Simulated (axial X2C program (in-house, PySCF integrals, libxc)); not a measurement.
# Cl or H: which binds elements of chip processing more strongly?

All values come from calculations with an in-house relativistic program for diatomic molecules, spin-free (one-electron X2C) or two-component (2c: spin–orbit coupling with atomic mean-field Coulomb and Gaunt terms, which also bring small scalar terms), in Dyall basis sets with cores contracted in-house; open shells are unrestricted.

Level CCSD(T), spin-free. Dyall triple-zeta sets: BCl v3z/av3z; BH v3z/v3z; AlCl v3z/av3z; AlH v3z/v3z; SiCl v3z/av3z; SiH v3z/v3z; TaCl cv3z/av3z; TaH cv3z/v3z. Frozen shells (counts by l): BCl Cl 2s1p, B 1s, 10 electrons correlated; BH B 1s, H none, 4 electrons correlated; AlCl Cl 2s1p, Al 2s1p, 10 electrons correlated; AlH Al 2s1p, H none, 4 electrons correlated; SiCl Cl 2s1p, Si 2s1p, 11 electrons correlated; SiH Si 2s1p, H none, 5 electrons correlated; TaCl Ta 5s4p2d1f, Cl 2s1p, 12 electrons correlated; TaH Ta 5s4p2d1f, H none, 6 electrons correlated. Coupled cluster in natural virtuals with an MP2 remainder. Where the outer core of a metal is frozen, bonds come out longer and ionisation energies lower.

Diatomic bonds are a first guide to the radicals met in plasma etching, cleaning and deposition, though surfaces and higher halides or oxides behave in their own way.

| element M | state of MCl | Re MCl (Å) | D0 MCl (eV) | state of MH | Re MH (Å) | D0 MH (eV) |
| --- | --- | --- | --- | --- | --- | --- |
| B | M_S = 0, Λ = 0 | 1.726 | 5.12 | M_S = 0, Λ = 0 | 1.236 | 3.48 |
| Al | M_S = 0, Λ = 0 | 2.158 | 5.06 | M_S = 0, Λ = 0 | 1.657 | 3.03 |
| Si | M_S = 1/2, Λ = 1 | 2.089 | 4.15 | M_S = 1/2, Λ = 1 | 1.529 | 2.98 |
| Ta | M_S = 2, Λ = 1 | 2.313 | 3.98 | M_S = 2, Λ = 2 | 1.793 | 2.23 |

(1) Work out the energy at 0 K of MCl + H → MH + Cl for each element.

(2) For which element is the exchange to H most and for which least favourable, and what is the energy of SiCl + AlH → SiH + AlCl?

Each entry is the lowest single determinant of a limited PBE0 search at one distance. D0 = De minus the zero-point energy; De goes to single-determinant-based atoms at the same level (for ions the charge split of lowest energy) and is withheld (n/a) where an atom does not fit its ground term or J level. Main or longest-lived isotopes. One determinant is a doubtful description, or other states lie close, for TaCl, TaH; these need not be ground states, and all values refer to the states named. Spin-free values lack the spin–orbit lowering of the atoms, a third of the ²P splitting for halogens (0.036 eV for Cl, 0.152 eV for Br from NIST levels). These D0 were not checked against measured values; triple-zeta sets, frozen cores and single determinants leave errors of some tenths of an eV, more for transition metals.

Results:

(1) ΔE = D0(MCl) − D0(MH) at CCSD(T), spin-free: B 1.64, Al 2.03, Si 1.17, Ta 1.75 eV (negative: the exchange gives off energy).

(2) Si most (1.17 eV), Al least (2.03 eV). The atoms cancel in the double exchange: ΔE = 1.17 − (2.03) = -0.86 eV, a figure less sensitive to errors in the atoms than D0 itself.
